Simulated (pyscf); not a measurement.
Optimised with ωB97X-D3(BJ)/def2-SVP in PySCF.

Problem. What is the homolytic dissociation enthalpy (298 K, ωB97M-D3(BJ)/def2-TZVP) of the N–Si bond of H₂N–SiH₂–NH–SiH₂–NH–SiH₃ (SMILES N[SiH2]N[SiH2]N[SiH3]), to H₂N–SiH₂–NH–SiH₂• + •HN–SiH₃?

Solution. N–Si to H₂N–SiH₂–NH–SiH₂• + •HN–SiH₃: 4.92 eV. The 7 functionals that were run give +4.42 (PBE) to +4.98 eV (ωB97X-D3(BJ)). •HN–SiH₃ lies 0.90 eV over its isomer H₂N–SiH₂•, and others may lie lower still (electronic energy, ωB97M-D3(BJ)). Other isomers of H₂N–SiH₂–NH–SiH₂• were not searched in full and may lie lower.
